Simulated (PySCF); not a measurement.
**EPR parameters of C2H7NPSi**

Compound: C₂H₇NPSi (doublet state).
SMILES with atom numbers: `[CH3:1]/[N:2]=[CH:3]\[SiH:4][PH2:5]` (hydrogens: H6, H7, H8 on C1; H9 on C3; H10 on Si4; H11, H12 on P5)

Structure used (GFN2-xTB), in Å, numbered top down from 1:
```xyz
12
C2H7NPSi angstrom
C     -2.267   -0.363    0.145
N     -1.203   -1.254    0.453
C      0.007   -0.911    0.359
Si     0.772    0.726   -0.196
P      2.925    0.793    0.363
H     -1.938    0.516   -0.426
H     -3.016   -0.916   -0.424
H     -2.734   -0.037    1.076
H      0.725   -1.697    0.583
H      0.141    1.949    0.327
H      3.319    1.573   -0.709
H      3.271   -0.379   -0.283
```

The hyperfine couplings belong to this conformer and change with its torsions.

Computed with UKS B3LYP, pcH-1 on C H N P Si, non-relativistic, mean-field spin-orbit, GIAO in PySCF 2.14.0. One conformer (not necessarily the lowest) at the GFN2-xTB geometry, without solvent, vibrations or thermal averaging. The geometry wasn't refined by DFT: couplings that depend on bond lengths, twists or pyramidal angles can differ widely from those at the functional's own minimum, by a factor of two or more for some ions and for spin on atoms past the first row. Stability of the SCF solution: not tested.

- g1, g2, g3: 2.00163, 2.00296, 2.00721
- g_iso: 2.00393
- Form of g: rhombic: the two nearest values differ by 24 % of g3 − g1
- ⟨S²⟩: 0.7585 (exact 0.7500)
- α and β electrons: 28, 27

Isotropic coupling and dipolar principal values T1 to T3, in MHz:

| atom | isotope | a_iso | of which spin–orbit | T1 | T2 | T3 | Mulliken spin population |
| --- | --- | --- | --- | --- | --- | --- | --- |
| C1 | 13C | -5.7 | 0.0 | -1.4 | -0.4 | 1.8 | 0.00 |
| N2 | 14N | 9.4 | 0.0 | -9.7 | -7.7 | 17.4 | 0.16 |
| C3 | 13C | -3.8 | 0.0 | -13.8 | 1.9 | 12.0 | -0.07 |
| Si4 | 29Si | -334.8 | 0.8 | -154.0 | 76.7 | 77.3 | 0.81 |
| P5 | 31P | 34.4 | -0.3 | -46.5 | -39.1 | 85.6 | 0.07 |
| H6 | 1H | -1.4 | 0.0 | -3.4 | -1.2 | 4.6 | -0.01 |
| H7 | 1H | 18.1 | 0.0 | -1.8 | -1.3 | 3.1 | 0.01 |
| H8 | 1H | 14.5 | 0.0 | -1.6 | -0.8 | 2.4 | 0.01 |
| H9 | 1H | 22.3 | 0.0 | -3.7 | 0.5 | 3.2 | 0.01 |
| H10 | 1H | 23.2 | 0.0 | -8.4 | 1.3 | 7.1 | 0.00 |
| H11 | 1H | 41.7 | 0.0 | -3.3 | -0.8 | 4.0 | 0.01 |
| H12 | 1H | 10.3 | 0.0 | -3.1 | -0.5 | 3.5 | 0.00 |

The largest Mulliken spin populations are on Si4 (+0.81), N2 (+0.16), P5 (+0.07) and C3 (-0.07). The angles at Si4 add up to 333.8°, so it is pyramidal.

Axes: g2 points within 13° of the Si4–P5 bond.

Under fast tumbling the dipolar parts average out, and these isotropic splittings remain: 1 × 31P (P5, I = 1/2, 2 lines) with 1.23 mT, 2 × 1H (H11/H12, I = 1/2, 3 lines) with 0.93 mT, 1 × 1H (H10, I = 1/2, 2 lines) with 0.83 mT, 1 × 1H (H9, I = 1/2, 2 lines) with 0.80 mT, 3 × 1H (H6/H7/H8, I = 1/2, 4 lines) with 0.37 mT and 1 × 14N (N2, I = 1, 3 lines) with 0.33 mT.

Class means assume fast exchange of nuclei equivalent by connectivity; if that motion is slow, each nucleus keeps its own coupling. The three 1H nuclei of mean +10.4 MHz run from -1.4 to 18.1 MHz in the frozen geometry. The 1H value of +26.0 MHz is a mean of couplings from 10.3 to 41.7 MHz in this one geometry, not an average over conformers.

The 13C coupling of C1 (-5.7 MHz) shows only in satellite lines or after enrichment, since that isotope makes up about 1.07 % of natural carbon.

The 29Si coupling of Si4 (-334.8 MHz) shows only in satellite lines or after enrichment, since that isotope makes up about 4.7 % of natural silicon.

The spin density at the nucleus, in bohr⁻³, is negative for C1 (-0.0051) and C3 (-0.0034), for instance. A restricted open-shell determinant has no negative spin density anywhere; here it arises because α and β orbitals differ (spin polarisation).
